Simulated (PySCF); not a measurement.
# Oxygen: a sound run and one with changed settings

Sound run: O⁺ [He] 2s2 2p3, O²⁺ [He] 2s2 2p2. All numbers are calculated (PySCF 2.14, no relativity, point nucleus, in def2-TZVP (5s3p2d1f, 31 functions)). In the sound run the correlated levels freeze 1s2. The sound run starts from symmetry-adapted Hartree-Fock orbitals and uses a fine grid where one is needed.

A second run was set up differently.

| species | method | sound run (hartree) | changed run (hartree) | converged |
| --- | --- | --- | --- | --- |
| O⁺ | MP2 | -74.47006 | -74.39711 | yes |
| O⁺ | CCSD(T) | -74.48689 | -74.40117 | yes |
| O²⁺ | MP2 | -73.17651 | -73.11048 | yes |
| O²⁺ | CCSD(T) | -73.19961 | -73.11194 | yes |

Ionisation energy of O⁺:

```json
{"method": "UHF", "sound run (eV)": "34.583", "changed run (eV)": "34.583"}
{"method": "MP2", "sound run (eV)": "35.199", "changed run (eV)": "35.011"}
{"method": "SCS-MP2", "sound run (eV)": "34.948", "changed run (eV)": "34.725"}
{"method": "CCSD", "sound run (eV)": "35.022", "changed run (eV)": "35.079"}
{"method": "CCSD(T)", "sound run (eV)": "35.029", "changed run (eV)": "35.081"}
```

**Question.** What was changed?
A. level shift left on
B. minimal basis
C. a valence shell is frozen
D. basis contracted for another Hamiltonian

**Answer.** C. Freezing a valence shell removes pair correlation that changes on ionisation.
